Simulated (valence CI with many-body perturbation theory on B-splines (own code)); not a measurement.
# Kr V: electric-dipole lines

Level of theory: configuration interaction combined with many-body perturbation theory (CI+MBPT): four valence electrons over a frozen Dirac-Fock core [Ar] 3d10, a basis of 11 s, 11 p, 9 d, 7 f, 5 g, 2 h, 1 i functions for each j, with the one-electron correlation potential Σ1, the two-electron term Σ2, the three-electron term Σ3, Breit, model QED; selected CI, second order for the rest, scaled by the run's own slope (own B-spline code, finite nucleus).

Against 35 measured levels this calculation errs by 129 cm⁻¹ on average and by 744 at most. These come from a selection out of Saloman, J. Phys. Chem. Ref. Data 36, 215 (2007). Levels without a partner in it may be off by more. Among the levels kept, up to 390 cm⁻¹ of a level comes from second order outside the variational space, and about a tenth of that is noise between levels of different J, which matters for small intervals. 4 measured levels below the end of the list, from 307667 cm⁻¹ on, found no clear computed partner, and computed levels of the same name lie up to 40129 cm⁻¹ from them.

Lines 201 to 219 of 219 in falling wavelength, among levels below 329140 cm⁻¹, chosen from the strongest by gf and those to the six lowest levels. Wavelengths and rates use the calculated energies, so an error of 100 cm⁻¹ moves a line at 44.13 nm by 0.044 % and its rate by three times that or more. Electric multipoles are in the length gauge, E1 and E2 with the static RPA response of the core. Weak lines are less certain than strong ones. Lines between different terms over intervals too small for the method are left out, as are lines whose strength nearly cancels. The highest levels of a list are the least certain.

Names give the largest LS component (configuration and term), which can be under half, so a name can repeat, a term be missing and a line seem to break the LS rules; names also repeat where a configuration has a term twice.

```
λ vac (nm)  λ from measured levels            Upper         Lower   A (s⁻¹)  log gf  Branch %
     44.81                           4s 4p2 4d 3G_3  4s 4p3 5S°_2  2.36e+05   -4.30       0.0
     44.27                           4s 4p2 4d 3P_2  4s 4p3 5S°_2  2.16e+08   -1.50       1.2
     44.13                   44.15  4s2 4p 4d 1F°_3  4s2 4p2 3P_2  1.14e+09   -0.63       3.2
     44.04                   44.04  4s2 4p 5s 3P°_2  4s2 4p2 1D_2  5.78e+08   -1.08       7.4
     43.62                           4s2 4p 4f 1F_3  4s 4p3 5S°_2  6.61e+06   -2.88       0.2
     43.53                           4s 4p2 4d 3P_1  4s 4p3 5S°_2  1.15e+08   -2.01       0.6
     43.45                   43.45  4s2 4p 4d 1P°_1  4s2 4p2 3P_2  1.69e+09   -0.84      10.5
     43.24                   43.24  4s2 4p 5s 1P°_1  4s2 4p2 1D_2  1.03e+10   -0.06      48.0
     42.85                   42.86  4s2 4p 5s 3P°_1  4s2 4p2 3P_2  2.35e+09   -0.71      17.8
     42.73                   42.74  4s2 4p 4d 1P°_1  4s2 4p2 3P_1  9.83e+07   -2.09       0.6
     42.52                          4s2 4p 5s 3P°_0  4s2 4p2 3P_1  7.43e+09   -0.70     100.0
     42.16                   42.16  4s2 4p 5s 3P°_1  4s2 4p2 3P_1  1.68e+09   -0.87      12.7
     42.06                   42.07  4s2 4p 4d 1P°_1  4s2 4p2 3P_0  5.37e+08   -1.37       3.3
     41.81                   41.81  4s2 4p 5s 3P°_2  4s2 4p2 3P_2  5.29e+09   -0.16      67.9
     41.50                   41.51  4s2 4p 5s 3P°_1  4s2 4p2 3P_0  1.99e+09   -0.81      15.0
     41.15                   41.14  4s2 4p 5s 3P°_2  4s2 4p2 3P_1  1.92e+09   -0.61      24.7
     41.08                   41.09  4s2 4p 5s 1P°_1  4s2 4p2 3P_2  1.09e+08   -2.08       0.5
     40.44                   40.44  4s2 4p 5s 1P°_1  4s2 4p2 3P_1  1.51e+08   -1.95       0.7
     39.84                   39.84  4s2 4p 5s 1P°_1  4s2 4p2 3P_0  2.85e+07   -2.69       0.1
```

Task: How does gf follow from A for the line at 44.13 nm?

Result: gf = 1.4992 × (2J+1)_upper × A / σ², with σ = 226583 cm⁻¹ and 2J+1 = 7: gf = 0.233.
